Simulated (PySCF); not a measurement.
F6Nb, charge -1, singlet, at a GFN2-xTB geometry (such geometries of metal compounds can be far from the true shape) (all electrons, no relativity).

Input for PySCF:
```python
from pyscf import gto, scf

mol = gto.Mole()
mol.atom = '''
    Nb    0.00000000    0.00000000   -0.00000000
    F     1.11527446   -0.47737769   -1.40718583
    F    -1.11527446    0.47737769    1.40718583
    F    -1.17152260    0.79987238   -1.19984896
    F    -0.91410953   -1.60754884   -0.17913416
    F     0.91410953    1.60754884    0.17913416
    F     1.17152260   -0.79987238    1.19984896
'''
mol.basis = '3-21g'
mol.charge = -1
mol.verbose = 3
mol.build()

mf = scf.RHF(mol)
mf.kernel()
```

Q: Predict the Mulliken (on the basis functions themselves) charges in atom order from HF/3-21G (PySCF).

A: Nb1 2.17, F2 -0.53, F3 -0.53, F4 -0.53, F5 -0.53, F6 -0.53, F7 -0.53

Q: Predict the HOMO-LUMO gap from HF/3-21G.

A: 16.87 eV

Q: Predict the number of basis functions from HF/3-21G.

A: 90

Q: Give the HOMO energy at the level HF/3-21G.

A: -11.06 eV
